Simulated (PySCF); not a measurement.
C6H10BClF2.
Structure used (PBE0-D3(BJ)/def2-SVP), in Å, numbered top down from 1:
```xyz
20
C6H10BClF2 angstrom
C      2.4789   -0.5925    0.2344
C      1.0939   -0.4832   -0.3772
C      0.7824    0.8613   -1.0549
B     -0.7785    0.9190   -1.0647
Cl    -1.7510    2.0079   -2.0234
C     -1.3277   -0.1970   -0.0775
C     -2.4398    0.1974    0.8577
F     -3.5757    0.4610    0.1792
F     -2.0916    1.3268    1.5331
C     -0.0484   -0.6707    0.6296
H      2.6299    0.1870    0.9997
H      2.6310   -1.5702    0.7180
H      3.2643   -0.4699   -0.5269
H      0.9892   -1.2727   -1.1457
H      1.3021    1.0442   -2.0069
H      1.0826    1.6891   -0.3755
H     -1.7195   -1.0054   -0.7254
H     -2.6682   -0.5759    1.6144
H      0.1369   -0.0198    1.5029
H     -0.1128   -1.7044    1.0068
```

Method used: PBE0-D3(BJ)/def2-SVP geometry optimisation, gas phase in PySCF.

Masses are those of the commonest isotopes; rigid-rotor values at the optimised geometry. The values belong to one conformer with, in the numbering `[CH3:1][C@@H:2]1[CH2:3][B:4]([Cl:5])[C@H:6]([CH:7]([F:8])[F:9])[CH2:10]1`, B4–C6–C7–F8 67°, C1–C2–C3–B4 -158°, C2–C3–B4–Cl5 -165°, C3–B4–C6–C7 135°, B4–C6–C10–C2 -30°.

**Question.** Give the principal moments of inertia and the rotational constants in MHz.

**Answer.** Ia = 346.76, Ib = 607.87, Ic = 844.46 u·Å²; 505379 MHz·u·Å²/I gives A = 1457, B = 831.4, C = 598.5 MHz.

**Question.** What kind of rotor is it?

**Answer.** An asymmetric top: κ = (2 × 831.4 − 1457 − 598.5)/(1457 − 598.5) = -0.46.

**Question.** Is it planar, by Δ = Ic − Ia − Ib?

**Answer.** Not planar: Δ = Ic − Ia − Ib = -110.17 u·Å². For a rigid frame Δ = −2 Σ m c², so Σ m c² = 55.09 u·Å² lies off the ab plane: 10.60 from hydrogen and 44.49 from heavier atoms. The atom farthest from that plane is 1.74 Å away.

**Question.** Which types of transition are allowed, and where do some lines up to J = 2 fall?

**Answer.** The dipole components are |μa| = 2.63 D, |μb| = 0.84 D, |μc| = 1.13 D. The squared components, which scale the intensities, stand as 1.00 : 0.10 : 0.19 (a : b : c). Some lines, for components of 0.1 D or more:

```json
{"type": "c", "branch": "Q", "J(Ka,Kc)": "2(1,2) ← 2(0,2)", "MHz": "447", "lower level (cm⁻¹)": "0.141"}
{"type": "a", "branch": "Q", "J(Ka,Kc)": "2(1,1) ← 2(1,2)", "MHz": "699", "lower level (cm⁻¹)": "0.156"}
{"type": "b", "branch": "Q", "J(Ka,Kc)": "1(1,0) ← 1(0,1)", "MHz": "859", "lower level (cm⁻¹)": "0.048"}
{"type": "a", "branch": "R", "J(Ka,Kc)": "1(0,1) ← 0(0,0)", "MHz": "1430", "lower level (cm⁻¹)": "0.000"}
{"type": "c", "branch": "Q", "J(Ka,Kc)": "2(2,1) ← 2(1,1)", "MHz": "1878", "lower level (cm⁻¹)": "0.180"}
{"type": "b", "branch": "Q", "J(Ka,Kc)": "2(2,0) ← 2(1,1)", "MHz": "1932", "lower level (cm⁻¹)": "0.180"}
{"type": "b", "branch": "R", "J(Ka,Kc)": "1(1,1) ← 0(0,0)", "MHz": "2056", "lower level (cm⁻¹)": "0.000"}
{"type": "b", "branch": "R", "J(Ka,Kc)": "2(0,2) ← 1(1,1)", "MHz": "2180", "lower level (cm⁻¹)": "0.069"}
{"type": "c", "branch": "R", "J(Ka,Kc)": "1(1,0) ← 0(0,0)", "MHz": "2289", "lower level (cm⁻¹)": "0.000"}
{"type": "a", "branch": "R", "J(Ka,Kc)": "2(1,2) ← 1(1,1)", "MHz": "2627", "lower level (cm⁻¹)": "0.069"}
{"type": "a", "branch": "R", "J(Ka,Kc)": "2(0,2) ← 1(0,1)", "MHz": "2806", "lower level (cm⁻¹)": "0.048"}
{"type": "a", "branch": "R", "J(Ka,Kc)": "2(1,1) ← 1(1,0)", "MHz": "3093", "lower level (cm⁻¹)": "0.076"}
{"type": "b", "branch": "R", "J(Ka,Kc)": "2(1,2) ← 1(0,1)", "MHz": "3253", "lower level (cm⁻¹)": "0.048"}
{"type": "c", "branch": "R", "J(Ka,Kc)": "2(1,1) ← 1(0,1)", "MHz": "3952", "lower level (cm⁻¹)": "0.048"}
{"type": "b", "branch": "R", "J(Ka,Kc)": "2(2,1) ← 1(1,0)", "MHz": "4971", "lower level (cm⁻¹)": "0.076"}
{"type": "c", "branch": "R", "J(Ka,Kc)": "2(2,0) ← 1(1,0)", "MHz": "5025", "lower level (cm⁻¹)": "0.076"}
{"type": "c", "branch": "R", "J(Ka,Kc)": "2(2,1) ← 1(1,1)", "MHz": "5204", "lower level (cm⁻¹)": "0.069"}
```

**Question.** Estimate the classical rotational partition function at 10 K, 50 K and 298.15 K.

**Answer.** Point group C1, symmetry number σ = 1; q = (√π/σ)·√((kT/h)³/(ABC)), k/h = 20836.6 MHz/K: 6260 at 10 K, 70000 at 50 K, 1020000 at 298.15 K.

No frequency check. Constants of a rigid frame at the computed geometry: no zero-point averaging, no centrifugal distortion. A rigid rotor knows nothing of internal rotation, which can split or shift real lines. Quadrupole hyperfine structure (11B, 35Cl) is left out.
